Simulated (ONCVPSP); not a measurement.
Transferability test, ONCV potential for aluminium (Al)

```
Element                 : aluminium
Generator               : ONCVPSP 4.0.1
Type                    : optimised norm-conserving Vanderbilt (ONCV)
Functional              : PBE
Relativity              : non-relativistic
Frozen core             : [Ne]
Valence charge          : 3
Reference configuration : 3s2 (charge +1)
Partial waves           : 3s: rc 2.00 bohr, ncon 4, nbas 8, qcut 3.1 1/bohr, 3 projectors, debl 2.9 Ha; p scattering state at 0.2 Ha: rc 1.65 bohr, ncon 4, nbas 8, qcut 5.6 1/bohr, 2 projectors, debl 1.9 Ha; d scattering state at 0.16 Ha: rc 2.00 bohr, ncon 4, nbas 8, qcut 5.6 1/bohr, 2 projectors, debl 3.9 Ha
Local potential         : polynomial inside 1.15 bohr (lpopt 5, dvloc0 4 Ha)
Core correction         : Teter function, fcfact 5.25, rcfact 1.45
```

In the p channel the program set the typed energies aside and used 0.050, 1.950 Ha.

Energies are relative to the spin-unpolarised reference configuration 3s2; without spin polarisation the order of configurations can differ from experiment.

```csv
valence configuration,charge,ΔE all-electron (eV),error AE − PS (meV)
3s2 3p1,0,-5.771,+6.7
3s1,+2,19.192,-20
3s2 3p0.5,+0.5,-3.681,+3.3
3s1 3p2,0,-0.664,+8.4
```
